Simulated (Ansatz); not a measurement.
A nudged elastic band was laid between two geometries of BH3O + H5NSi (12 atoms, charge 0, multiplicity 1).

All numbers below come from Ansatz 0.2.0, RHF/6-31G*.

```
movable images  : 5
climbing image  : yes
spring          : 5.0 eV/Å²
optimiser       : quadratic models (default)
start path      : through a guess of the saddle point
force threshold : 0.05 eV/Å
iteration limit : 60
end points      : relaxed
```

Image 0:

```xyz
12
Properties=species:S:1:pos:R:3
B -0.045 -0.556 0.443
O -0.694 -0.478 1.626
H -1.627 -0.344 1.534
H 1.126 -0.759 0.474
H -0.648 -0.528 -0.588
N 0.558 2.234 0.393
H 1.491 2.244 0.033
Si -0.617 3.309 -0.286
H -0.556 3.184 -1.753
H -1.946 2.902 0.211
H -0.435 4.739 0.054
H 0.575 2.096 1.383
```

Image 6:

```xyz
12
Properties=species:S:1:pos:R:3
B 0.639 0.481 -0.319
O -1.019 -0.058 2.243
H -1.751 -0.450 1.786
H 1.542 -0.238 -0.028
H -0.347 0.042 -0.828
N 0.751 1.872 -0.123
H 1.600 2.188 0.301
Si -0.472 3.074 -0.417
H -1.370 2.603 -1.482
H -1.288 3.347 0.788
H 0.171 4.343 -0.811
H -1.276 0.837 2.416
```

Q: Which bonds break or form, and what moves?

A: Bonds broken: B1–O2, N6–H12. Bonds formed: B1–N6, O2–H12. BH3O + H5NSi becomes BH6NSi + H2O.

Q: What energy profile does the band end with?

A: It converged. The highest image is number 3 of 0 to 6, 33.5 kcal/mol above the first end and 27.7 kcal/mol above the last; the last end lies 5.7 kcal/mol above the first. Neighbouring images differ by up to 1.4 eV, so the band resolves the path poorly. A vibrational analysis at the climbing image gives one clearly imaginary mode, 1862i cm⁻¹: a first-order saddle point. The orbitals stay closed-shell, which can raise the energy where a bond breaks towards radicals; this wasn't checked here.

| image | path coordinate (Å) | energy (kcal/mol) | B1–O2 (Å) | N6–H12 (Å) | B1–N6 (Å) |
| --- | --- | --- | --- | --- | --- |
| 0 | 0.00 | 0.0 | 1.35 | 1.00 | 2.86 |
| 1 | 1.01 | 0.2 | 1.35 | 1.00 | 2.69 |
| 2 | 2.01 | 2.0 | 1.41 | 1.01 | 1.90 |
| 3 | 3.02 | 33.5 | 1.60 | 1.31 | 1.60 |
| 4 | 4.31 | 7.0 | 2.71 | 2.41 | 1.42 |
| 5 | 5.60 | 5.9 | 3.06 | 3.17 | 1.41 |
| 6 | 6.89 | 5.7 | 3.10 | 3.41 | 1.41 |

Q: What is the geometry of the highest image?

A: 
```xyz
12
Properties=species:S:1:pos:R:3
B 0.087 0.240 0.192
O -0.339 0.070 1.720
H -1.255 -0.150 1.836
H 1.082 -0.378 -0.039
H -0.861 0.046 -0.521
N 0.351 1.797 0.457
H 1.327 2.013 0.557
Si -0.572 3.030 -0.388
H -0.351 2.989 -1.845
H -1.998 2.801 -0.102
H -0.172 4.359 0.112
H -0.117 1.225 1.544
```

Run time: 2.8 min on 1 thread of Arm Neoverse V2, on a shared host, peak memory 0.15 GiB.
